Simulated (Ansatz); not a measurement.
Consider the ligand exchange at a B–N bond: `NB(O)O` + HCl → `OB(O)Cl` + NH₃.

Calculated with Ansatz (gas phase, PBE0-D4/def2-TZVP geometries, no zero-point term in ΔE). CCSD(T)/CBS is the MP2 limit (def2-TZVPP, def2-QZVPP) plus CCSD(T) − MP2 in def2-TZVPP, frozen cores. This one scheme is used for every species. DFT in def2-TZVPP. One conformer a species, not always the lowest.

`NB(O)O`:

Z-matrix (Å, degrees):
```
N
B 1 1.411
H 1 1.002 2 124.8
H 1 1.004 2 120.9 3 -179.9
O 2 1.371 1 118.3 3 179.9
O 2 1.379 1 123.9 3 -0.1
H 5 0.959 2 111.3 1 -180.0
H 6 0.957 2 114.5 1 0.0
```

HCl:

Z-matrix (Å, degrees):
```
Cl
H 1 1.279
```

`OB(O)Cl`:

Cartesian coordinates in Å:
```
O 1.069 -0.368 -0.082
B -0.249 -0.057 0.002
O -0.653 1.218 0.171
Cl -1.490 -1.316 -0.108
H 1.234 -1.306 -0.202
H 0.089 1.829 0.219
```

NH₃:

Cartesian coordinates in Å:
```
N -0.098 0.232 0.127
H -0.280 0.244 -0.869
H 0.903 0.133 0.245
H -0.525 -0.608 0.497
```

```tsv
species	r2SCAN-D4 energy (Eh)
`NB(O)O`	-232.59617
HCl	-460.78592
`OB(O)Cl`	-636.83322
NH₃	-56.54866
```

Problem. Work out ΔE.

Solution. ΔE = (-636.83322) + (-56.54866) − (-232.59617) − (-460.78592) = 0.00021 Eh = +0.6 kJ/mol. CCSD(T)/CBS gives +4.0 kJ/mol.

Largest T1 diagnostic among the species: 0.011.

From PBE to PBE0 (25 % exact exchange), in def2-TZVPP and without D4, ΔE moves by +3.3 kJ/mol. In def2-TZVPP, CCSD(T) changes the Hartree–Fock value by −5.4 kJ/mol (the triples alone add −2.4 kJ/mol) and MP2 by −8.5 kJ/mol. Leaving LDA and LC-ωPBE aside and taking each functional with its dispersion term where it has one, the values, not all of them listed here, spread over 11.6 kJ/mol, from revPBE-D4 to CAM-B3LYP-D4. LDA lies +9.0 kJ/mol from PBE without D4.
